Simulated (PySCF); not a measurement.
PySCF 2.14 output of an unrestricted BP86 calculation on a single atom or ion in def2-SVP with the def2 core potential (28 electrons) (4s4p2d, 26 functions), with a scalar-relativistic core potential:

```
SCF conv_tol = 1e-09
number electrons alpha = 10  beta = 9
    A. D. Becke.,  Phys. Rev. A 38, 3098 (1988)
    J. P. Perdew.,  Phys. Rev. B 33, 8822 (1986)
cycle= 1 E= -189.310008993854  delta_E= -0.00573  |g|= 0.0423  |ddm|= 0.334
cycle= 2 E= -189.310407416333  delta_E= -0.000398  |g|= 0.0229  |ddm|= 0.0695
cycle= 3 E= -189.310570544825  delta_E= -0.000163  |g|= 4.54e-05  |ddm|= 0.0211
cycle= 4 E= -189.31057054598  delta_E= -1.16e-09  |g|= 1.15e-05  |ddm|= 7.41e-05
cycle= 5 E= -189.310570546025  delta_E= -4.51e-11  |g|= 1.78e-08  |ddm|= 1.3e-05
converged SCF energy = -189.310570546025  <S^2> = 0.75043817  2S+1 = 2.0004381
```

The run itself started from symmetry-adapted Hartree-Fock orbitals and held the occupation by maximum overlap, on a logarithmic radial grid, so the iterations belong to that start.

Problem. Which element, charge and spin multiplicity is this?

Solution. In(2+) (indium, charge +2), multiplicity 2; the state was [Kr] 4d10 5s1, 2S determinant.

Energies and moments cover only the electrons outside the core potential.
